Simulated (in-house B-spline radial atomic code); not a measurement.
# Ionising the platinum ion Pt⁵⁺ with different functionals

Computed with a B-spline radial code for spherical atoms: scalar-relativistic (spin-free X2C) Hamiltonian, Fermi nucleus of rms radius 5.427 fm, spin-polarised at highest spin, spherical fractional occupations for the functionals, and exact exchange of hybrids averaged over the configuration. The ionisation energy is the difference of two self-consistent energies, [Xe] 4f14 5d5 → [Xe] 4f14 5d4, without Breit or QED terms; ε is the level of the shell that loses the electron (its least bound occupied spin orbital). There is no spin-orbit coupling in this Hamiltonian.

| method | rung | ΔSCF (eV) | -ε(5d) (eV) |
| --- | --- | --- | --- |
| PBE0 | global hybrid | 77.16 | 71.56 |
| B3LYP | global hybrid | 76.96 | 70.91 |
| TPSSh | global hybrid | ? | ? |
| M06-2X | global hybrid | 76.49 | 73.24 |
| BHandHLYP | global hybrid | ? | ? |
| r2SCAN0 | global hybrid | 77.53 | 71.99 |
| B97-1 | global hybrid | 76.92 | 70.97 |
| HSE06 | range-separated hybrid | 77.12 | 71.11 |
| wB97X | range-separated hybrid | 76.70 | 73.78 |
| CAM-B3LYP | range-separated hybrid | 76.89 | 72.79 |
| LC-wPBE | range-separated hybrid | 76.95 | 74.30 |

Problem. What does BHandHLYP give?

Solution. ΔSCF 76.94 eV, and -ε(5d) = 73.42 eV.

Problem. What does TPSSh give?

Solution. ΔSCF 77.09 eV, and -ε(5d) = 70.24 eV.

Problem. Among the functionals, which spreads more, the ΔSCF values or the orbital energies?

Solution. The orbital energies: ΔSCF values span about 1.04 eV and the orbital energies 4.06 eV.

Problem. How do they compare with the NIST value?

Solution. NIST lists 75 eV ± 2 (tabulated theory, ground level to ground level). Errors run from +1.49 to +2.53 eV; all lie within about twice that uncertainty, so the table can't rank the methods.
